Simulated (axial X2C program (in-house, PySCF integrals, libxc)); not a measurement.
## WSi⁺: from the spin-free to the two-component result

All values were computed with an in-house relativistic program for diatomic molecules. Spin-free means the one-electron spin-free X2C Hamiltonian; two-component (2c) means X2C with spin–orbit coupling and atomic mean-field two-electron Coulomb and Gaunt terms, so the difference of the two also holds small scalar two-electron terms. Basis: W dyall-cv3z [13s14p9d7f4g], Si dyall-v3z [8s7p2d1f] (cores contracted in-house); Gaussian nuclei, density fitting, unrestricted open shells. Masses: W 183.951 u, Si 27.977 u.

Spin-free state: M_S = 5/2, Λ = 0 (beyond evenly filled blocks: σα, π+α, π-α, δ+α, δ-α); fragments W+ + Si for PBE0, HF, CCSD; W + Si+ for PBEsol.

```json
{"level": "PBE0", "Re (Å)": "2.415", "ωe (cm⁻¹)": "378.4", "De (eV)": "3.735", "μ (D)": "1.62"}
{"level": "HF", "Re (Å)": "2.490", "ωe (cm⁻¹)": "298.7", "De (eV)": "1.390", "μ (D)": "1.26"}
{"level": "CCSD", "Re (Å)": "2.428", "ωe (cm⁻¹)": "375.1", "De (eV)": "3.242", "μ (D)": "n/a"}
{"level": "PBEsol", "Re (Å)": "2.421", "ωe (cm⁻¹)": "371.2", "De (eV)": "n/a", "μ (D)": "2.06"}
```

Correlated methods: 9 electrons correlated (number of frozen shells: W 5 s, 4 p, 2 d, 1 f; Si 2 s, 1 p), 287 virtual spin orbitals or spinors in MP2, 90 natural virtuals in coupled cluster.

Dipoles are positive if Si is the positive end and refer to the centre of mass.

Two-component determinant lowest at the distance of the search:

Ω = 5/2 (⟨Sz⟩ = 2.73, ⟨Lz⟩ = -0.23 at HF); fragments W+ + Si.

```tsv
level	Re (Å)	ωe (cm⁻¹)	μ (D)
PBE0	2.413	376.6	1.61
HF	2.558	244.8	1.78
CCSD	2.415	384.5	n/a
PBEsol	2.418	369.7	2.05
```

Task: From the two tables, how do the constants change at the CCSD level (2c against spin-free)?

Result: At the CCSD level Re drops by 0.013 Å and ωe increases by 9.4 cm⁻¹.

Occupations by symmetry block were frozen at the best pattern of an incomplete PBE0 search. Dissociation energies refer to the lowest single-determinant-based atoms at the same level and basis. De is not given where an atomic determinant may have missed its ground term or J level, or where the truncated virtual space spoils (T). Density functionals use the spin component along the axis (collinear). CCSD ran in a truncated set of natural virtual spinors with an MP2 remainder; without triples it tends to underbind. The functionals have no current-density term, which raises determinants with orbital currents, atoms included. With several unpaired electrons one determinant need not be a pure state. This is the top spin component of a Σ state; components of lower Ω are not single determinants and can lie lower. The determinant is spin-polarised beyond a pure state at some levels (its spin-free form has ⟨S²⟩ too high), which makes Re and μ there less reliable. The T1 diagnostic is large, a sign of multireference character. With the outer-core shells frozen, correlated bond lengths of heavy atoms tend to come out a few hundredths of an ångström too long.
